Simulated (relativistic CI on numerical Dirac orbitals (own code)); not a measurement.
Ligand-field terms of d3

Computed with a parametric ligand-field model of a d^n configuration (Racah B and C, spin-orbit zeta, crystal field), exact diagonalisation.

Field parameters in Wybourne normalisation: Oh B⁴₀ = 21Dq, B⁴₄ = √(5/14) B⁴₀; Td as Oh with Dq negative (B⁴₀ = 21Dq, B⁴₄ = √(5/14) B⁴₀). The field is a parameter set, without covalency.

(1) A d3 ion in Td symmetry has the ground term 4T1 and bands at 2E 5737 cm⁻¹ (1743 nm), 4T2 9010 cm⁻¹ (1110 nm), 2T1 14121 cm⁻¹ (708 nm), 2T2 14585 cm⁻¹ (686 nm), 4A2 19160 cm⁻¹ (522 nm), 4T1 19419 cm⁻¹ (515 nm). Which parameters reproduce them?

(2) Ground term and bands for B = 590, C = 2370, ζ = 0 cm⁻¹, Oh, 10Dq = 31250 cm⁻¹?

(3) Ground term and bands for B = 650, C = 3270, ζ = 0 cm⁻¹, Oh, 10Dq = 8150 cm⁻¹?

(4) Ground term and bands for B = 580, C = 2340, ζ = 0 cm⁻¹, Oh, 10Dq = 11600 cm⁻¹?

(5) Ground term and bands for B = 810, C = 3500, ζ = 0 cm⁻¹, Oh, 10Dq = 23350 cm⁻¹?

Results:

(1) B = 770, C = 3380, ζ = 0 cm⁻¹, Td, 10Dq = -10150 cm⁻¹.

(2) Ground term 4A2 with 0.00 electrons in the two orbitals of the cubic e set. Spin-allowed: 4T2 31250 cm⁻¹ (320 nm), 4T1 37856 cm⁻¹ (264 nm), 4T1 64744 cm⁻¹ (154 nm). Lowest spin-forbidden: 2E 11781 cm⁻¹ (849 nm), 2T1 12187 cm⁻¹ (821 nm), 2T2 18890 cm⁻¹ (529 nm). With an A2 ground term the first spin-allowed band lies at |10Dq| itself.

(3) Ground term 4A2 with 0.00 electrons in the two orbitals of the cubic e set. Spin-allowed: 4T2 8150 cm⁻¹ (1227 nm), 4T1 13034 cm⁻¹ (767 nm), 4T1 21166 cm⁻¹ (472 nm). Lowest spin-forbidden: 2E 14292 cm⁻¹ (700 nm), 2T1 14872 cm⁻¹ (672 nm), 2T2 19684 cm⁻¹ (508 nm). With an A2 ground term the first spin-allowed band lies at |10Dq| itself.

(4) Ground term 4A2 with 0.00 electrons in the two orbitals of the cubic e set. Spin-allowed: 4T2 11600 cm⁻¹ (862 nm), 4T1 17029 cm⁻¹ (587 nm), 4T1 26471 cm⁻¹ (378 nm). Lowest spin-forbidden: 2E 11188 cm⁻¹ (894 nm), 2T1 11736 cm⁻¹ (852 nm), 2T2 16584 cm⁻¹ (603 nm). With an A2 ground term the first spin-allowed band lies at |10Dq| itself.

(5) Ground term 4A2 with 0.00 electrons in the two orbitals of the cubic e set. Spin-allowed: 4T2 23350 cm⁻¹ (428 nm), 4T1 31714 cm⁻¹ (315 nm), 4T1 50486 cm⁻¹ (198 nm). Lowest spin-forbidden: 2E 16560 cm⁻¹ (604 nm), 2T1 17259 cm⁻¹ (579 nm), 2T2 25352 cm⁻¹ (394 nm). With an A2 ground term the first spin-allowed band lies at |10Dq| itself.
